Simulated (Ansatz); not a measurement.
Compare A (`C[Si](C)(O)[SiH3]`) with its isomer B (`O[SiH2]CC[SiH3]`).

Program: Ansatz. Geometries: PBE0-D4/def2-TZVP. ΔE: electronic, gas phase. CCSD(T)/CBS is the MP2 limit (def2-TZVPP, def2-QZVPP) plus CCSD(T) − MP2 in def2-TZVPP, frozen cores. DFT in def2-TZVPP. Each species was taken in one conformer, which may not be the lowest.

Question: Which is lower in electronic energy at CCSD(T)/CBS, and by how much? (Best estimate.)

Answer: The calculation gave: A, by 63.6 kJ/mol.

Question: Give E(B) − E(A) in kJ/mol with MP2/def2-TZVPP, HF/def2-TZVPP, PBE-D4, CCSD/def2-TZVPP, CCSD(T)/def2-TZVPP, ωB97M-V, r2SCAN-D4. (An estimate is asked.)

Answer: The calculation gave: MP2/def2-TZVPP 58.7, HF/def2-TZVPP 56.5, PBE-D4 75.9, CCSD/def2-TZVPP 61.5, CCSD(T)/def2-TZVPP 62.2, ωB97M-V 61.1, r2SCAN-D4 73.7. None reverses the order clearly.

Largest T1 diagnostic: 0.011.

From PBE to PBE0 (25 % exact exchange), in def2-TZVPP and without D4, E(B) − E(A) moves by −3.4 kJ/mol.
